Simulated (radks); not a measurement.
The numbers below are computed, except where a source is named.
Coulomb parameter of the 5d shell of the gold ion Au+ in the model configuration [Xe] 4f14 5d9 6s1, as a second difference U = [E(n + 0.5) + E(n - 0.5) - 2 E(n)] / (0.5)^2 with all orbitals relaxed. "Bare": the charge of the atom changes with n. "Screened": the 6s shell takes up the change at fixed total charge, which measures U(5d,5d) + U(6s,6s) - 2 U(5d,6s). Level of theory: scalar-relativistic Kohn-Sham, PBE, spin-unpolarised, spherical densities, finite nucleus; Fermi nuclear charge, rms radius 5.4371 fm (a radial shooting solver on a logarithmic mesh with Libxc functionals).

case,configuration,E - E(n) (eV)
start,[Xe] 4f14 5d9 6s1,0.000
bare +0.5,[Xe] 4f14 5d9.5 6s1,-7.414
bare -0.5,[Xe] 4f14 5d8.5 6s1,10.323
screened +0.5,[Xe] 4f14 5d9.5 6s0.5,-1.513
screened -0.5,[Xe] 4f14 5d8.5 6s1.5,1.829

U(bare) = 11.635 eV, U(screened by 6s) = 1.264 eV, against the Slater integral F0(5d,5d) = 16.153 eV with frozen orbitals.
